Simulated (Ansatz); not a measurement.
AlH6NSSi2 can be A, `[NH2][AlH][SiH]1[SiH2]S1`, or B, `[SH][Al]1[NH][SiH2][SiH2]1`.

Computed with Ansatz on PBE0-D4/def2-TZVP structures; ΔE is electronic, products minus reactants. CCSD(T)/CBS is the MP2 limit (def2-TZVPP, def2-QZVPP) plus CCSD(T) − MP2 in def2-TZVPP, frozen cores. DFT in def2-TZVPP. B3LYP here is the variant with VWN-RPA as its local correlation; programs differ in this. Each species was taken in one conformer, which may not be the lowest.

Which is lower in electronic energy at CCSD(T)/CBS, and by how much? (An estimate is asked.)

Ansatz gave: B, by 76.0 kJ/mol.

Give E(B) − E(A) in kJ/mol with ωB97M-V, CCSD(T)/def2-TZVPP, B3LYP-D4, HF/def2-TZVPP, B2PLYP, PBE-D4, CCSD/def2-TZVPP. (Best estimate.)

Computed: ωB97M-V -77.7, CCSD(T)/def2-TZVPP -82.6, B3LYP-D4 -74.6, HF/def2-TZVPP -87.0, B2PLYP -77.8, PBE-D4 -66.2, CCSD/def2-TZVPP -85.1. None reverses the order clearly.

Largest T1 diagnostic: 0.014.

From PBE to PBE0 (25 % exact exchange), in def2-TZVPP and without D4, E(B) − E(A) moves by −5.8 kJ/mol. In def2-TZVPP, CCSD(T) changes the Hartree–Fock value by +4.4 kJ/mol (the triples alone add +2.4 kJ/mol) and MP2 by +9.4 kJ/mol.
